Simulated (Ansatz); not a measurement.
`[GeH3]/[CH]=[N]/[InH2]` and `C/C=[N]\[InH2]` differ in one atom or group (the configuration at the double bond changes too).

Ansatz, PBE0-D4/def2-TZVP geometries, multiplicity 1. 

Elements past krypton have def2 core potentials. Scalar relativity is left out up to krypton.

| property | `[GeH3]/[CH]=[N]/[InH2]` |
| --- | --- |
| HOMO energy (PBE/def2-TZVPP) / eV | -4.83 |
| ideal-gas entropy at 298 K and 1 bar (rigid rotor, harmonic PBE0-D4/def2-TZVP) / J/(mol·K) | 388 |
| HOMO–LUMO gap (ωB97M-V/def2-TZVPP) / eV | 7.64 |
| HOMO–LUMO gap (PBE/def2-TZVPP) / eV | 2.06 |
| zero-point energy (PBE0-D4/def2-TZVP) / kJ/mol | 141.1 |
| size of the dipole moment (B3LYP/def2-TZVPP) / D | 1.61 |

**Question.** Give the same properties after the change, and the shifts. (Estimate.)

**Answer.** The calculation gave: 
| property | `C/C=[N]\[InH2]` | shift |
| --- | --- | --- |
| HOMO energy (PBE/def2-TZVPP) / eV | -5.05 | -0.22 |
| ideal-gas entropy at 298 K and 1 bar (rigid rotor, harmonic PBE0-D4/def2-TZVP) / J/(mol·K) | 346 | -42 |
| HOMO–LUMO gap (ωB97M-V/def2-TZVPP) / eV | 8.46 | 0.82 |
| HOMO–LUMO gap (PBE/def2-TZVPP) / eV | 2.98 | 0.92 |
| zero-point energy (PBE0-D4/def2-TZVP) / kJ/mol | 181.8 | 40.7 |
| size of the dipole moment (B3LYP/def2-TZVPP) / D | 1.66 | 0.05 |

With PBE0 the HOMO falls by 0.23 eV and the LUMO rises by 0.59 eV, so the gap widens by about 0.82 eV. PBE moves the HOMO by -0.22 eV and ωB97M-V by -0.32 eV. Dipoles are sizes alone; their direction can turn. Modes under 60 cm⁻¹, often nearly free rotors, make the harmonic entropy too high.

Positive LUMOs are unbound, so they and the gaps depend on the basis.

B3LYP here is the variant with VWN-RPA as its local correlation; programs differ in this.
